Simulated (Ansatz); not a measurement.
The cluster Ba₃Se₂, relaxed as a singlet with RKS PBE0-D4/def2-SVP in Ansatz, starting from the GFN1-xTB geometry. Force threshold 0.02 eV/Å.

In the def2 sets Ba takes a core potential; there is no spin–orbit coupling. The restricted singlet is unstable towards broken spin symmetry in Hartree–Fock (as tested in another run); at PBE0-D4/def2-SVP this wasn't settled. Another isomer (singlet) lies 0.45 eV lower at PBE0-D4/def2-TZVP; other spin states weren't run for this one.

Start:

| atom | x (Å) | y (Å) | z (Å) |
| --- | --- | --- | --- |
| Ba1 | -1.860 | -0.831 | -1.324 |
| Ba2 | 0.664 | 1.573 | 2.126 |
| Ba3 | 3.638 | -0.987 | -0.939 |
| Se4 | -3.411 | 0.544 | 0.483 |
| Se5 | 0.969 | -0.298 | -0.346 |

(1) Estimate the energy that the relaxation releases and the steps that it takes.

(2) Does the start keep its bonding?

(3) Predict the relaxed structure.

Answers

(1) 180.9 kJ/mol, in 22 steps; 1.8 min on 4 threads of Arm Neoverse V2 on a shared host. No frequencies were taken in this run, so the end may be a saddle point.

(2) Bonds formed: Ba2–Se4 (atoms count from 1). Metal–metal contacts that move far: Ba1–Ba3 5.51 to 4.45 Å, Ba2–Ba3 4.98 to 4.45 Å.

(3) 
| atom | x (Å) | y (Å) | z (Å) |
| --- | --- | --- | --- |
| Ba1 | -1.521 | -1.215 | -1.070 |
| Ba2 | 0.149 | 1.704 | 1.416 |
| Ba3 | 2.844 | -1.440 | -0.211 |
| Se4 | -2.429 | 0.367 | 1.201 |
| Se5 | 0.957 | 0.585 | -1.336 |
Bond lengths (bridged metal pairs left out): 5 × Ba–Se 2.91 to 3.08 Å.
